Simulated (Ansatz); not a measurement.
Consider the redistribution: `[SiH3][O][GeH]` + `C[CH2][Zn][F]` → `[F][Ge][O][SiH3]` + `C[CH2][ZnH]`.

Program: Ansatz. Geometries: PBE0-D4/def2-TZVP. ΔE: electronic, gas phase. CCSD(T)/CBS adds triple-zeta CCSD(T) − MP2 to the extrapolated MP2 energy (def2 sets, frozen cores). DFT in def2-TZVPP. For Ge, Zn outer-core shells are correlated without core-valence functions, which leaves a few kJ/mol of doubt a bond. Scalar relativity is left out up to krypton. One conformer a species, not always the lowest.

`[SiH3][O][GeH]`:

```xyz
7

Si   -0.282    0.017   -1.002
O     0.131    0.330    0.557
Ge    0.599   -0.691    1.950
H    -0.244   -1.447   -1.276
H     0.672    0.705   -1.909
H    -1.655    0.523   -1.256
H     0.780    0.563    2.935
```

`C[CH2][Zn][F]`:

Cartesian coordinates in Å:
```
C 0.896 -0.607 0.399
C 0.044 0.142 -0.622
Zn -1.602 0.877 0.061
F -3.103 1.548 0.680
H 0.367 -1.460 0.828
H 1.811 -0.994 -0.061
H 1.200 0.035 1.229
H 0.608 0.973 -1.058
H -0.221 -0.514 -1.457
```

`[F][Ge][O][SiH3]`:

Cartesian coordinates in Å:
```
F -0.867 -1.188 1.932
Ge -0.816 -2.131 0.443
O -0.144 -0.878 -0.607
Si 0.344 0.695 -0.462
H 0.821 1.141 -1.794
H -0.789 1.553 -0.032
H 1.452 0.808 0.520
```

`C[CH2][ZnH]`:

Cartesian coordinates in Å:
```
C -0.998 0.494 0.243
C -0.014 -0.456 -0.441
Zn 1.846 -0.302 0.138
H -1.027 0.342 1.326
H -2.020 0.357 -0.125
H -0.738 1.543 0.076
H -0.040 -0.303 -1.527
H -0.328 -1.495 -0.287
H 3.319 -0.180 0.597
```

| level | ΔE (kJ/mol) |
| --- | --- |
| r2SCANh | -63.3 |
| CCSD(T)/def2-SVP | -59.9 |
| CCSD/def2-TZVPP | -57.2 |
| HF/CBS(def2) | -50.4 |

Problem. What does CCSD(T)/CBS give? (Estimate.)

Solution. Ansatz gave: -54.5 kJ/mol. The listed levels differ from it by -8.8, -5.4, -2.7, 4.1 kJ/mol.

Largest T1 diagnostic among the species: 0.015.

Leaving LDA and LC-ωPBE aside and taking each functional with its dispersion term where it has one, the values, not all of them listed here, spread over 7.4 kJ/mol, from ωB97M-V to PBE-QIDH. LDA lies −6.1 kJ/mol from PBE without D4. In def2-TZVPP, CCSD(T) changes the Hartree–Fock value by −4.4 kJ/mol (the triples alone add −2.3 kJ/mol) and MP2 by −7.1 kJ/mol. At CCSD(T), def2-SVP lies −5.3 kJ/mol from the extrapolated value and def2-TZVPP −5.0 kJ/mol.
